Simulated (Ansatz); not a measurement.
Molecule: 2-fluoropropan-2-ylsilane, C$_{3}$H$_{9}$FSi (charge 0, singlet). 
Coordinates optimised at B3LYP-D3(BJ)/def2-TZVP (Ansatz, a first-principles code):
SMILES: CC(C)([SiH3])F
```xyz
14

C      1.1599    -0.6212    -1.0880
C     -0.0301    -0.3323    -0.1900
C     -1.3523    -0.4899    -0.9199
F     -0.0119    -1.3156     0.8501
Si     0.1181     1.3459     0.7141
H      2.0946    -0.5789    -0.5282
H      1.0647    -1.6176    -1.5266
H      1.2109     0.1074    -1.8995
H     -1.4201    -1.4878    -1.3603
H     -2.1949    -0.3548    -0.2412
H     -1.4348     0.2457    -1.7225
H      0.1083     2.4411    -0.2871
H     -1.0295     1.5144     1.6333
H      1.3889     1.3881     1.4715
```
Charge 0, spin multiplicity 1.

Parts of the frozen-core correlation energy in cc-pwCVTZ (Ansatz, hartree). Frozen orbitals: 9; correlated occupied orbitals by spin: 16 and 16; virtual: 332 and 332. Spin-orbit coupling is left out. Non-relativistic.

```
term                            value
-------------------------  ----------
reference (HF)             -507.30423
MP2 opposite-spin          (withheld)
MP2 same-spin              (withheld)
CCSD correlation           (withheld)
(T)                          -0.03573
T1 diagnostic                   0.011
largest doubles amplitude       0.020
```

Q: What belongs in the gaps?

A: 
- MP2 opposite-spin, value: -0.71745
- MP2 same-spin, value: -0.20439
- CCSD correlation, value: -0.97395
